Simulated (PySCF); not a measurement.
Species: C5H3N3S.
Numbering: `[N:1]#[C:2]/[CH:3]=[CH:4]/[c:5]1[cH:6][n:7][s:8][n:9]1` (hydrogens: H10 on C3; H11 on C4; H12 on C6)

The geometry is computed with GFN2-xTB (gas phase).

Problem. Give the optimised bond lengths and angles.

Solution. 
```
  bond  length (Å)
 N1≡C2       1.148
 C2–C3       1.403
 C3=C4       1.342
 C4–C5       1.439
 C5–C6       1.422
 C6–N7       1.308
 N7–S8       1.625
 S8–N9       1.609
 C5–N9       1.328
C3–H10       1.082
C4–H11       1.082
C6–H12       1.075
```

A selection of angles:
```
   angle  degrees
N1–C2–C3    179.7
C2–C3–C4    122.5
C3–C4–C5    123.0
C4–C5–C6    125.8
C4–C5–N9    122.9
C6–C5–N9    111.4
C5–C6–N7    113.2
C6–N7–S8    108.9
N7–S8–N9     96.9
C5–N9–S8    109.6
```

Torsions: C2–C3–C4–C5 180° (antiperiplanar); C3–C4–C5–C6 180° (antiperiplanar).

Of the pairs four or more bonds apart, N9···H10 is among the closest relative to their van der Waals radii: 2.60 Å, 95 % of the sum of Bondi's values. The C–N distances run from 1.148 Å (N1≡C2, drawn triple) to 1.328 Å (C5–N9, aromatic), a spread of 0.180 Å. The 5-membered ring C5–C6–N7–S8–N9 has internal angles of 96.9° to 113.2°; it is planar, 0.00 Å rms from its mean plane, widest ring torsion 0°. The 9 heavy atoms lie in one plane (0.000 Å rms). The C–C distances run from 1.342 Å (C3=C4, drawn double) to 1.439 Å (C4–C5, drawn single), a spread of 0.097 Å. N9 (pyridine-type nitrogen) is bent (angle 109.6°). N7 (pyridine-type nitrogen) is bent (angle 108.9°).

Point group: Cs (tolerance 0.08 Å). Not checked by GFN2-xTB frequencies. One conformer, not necessarily the lowest.
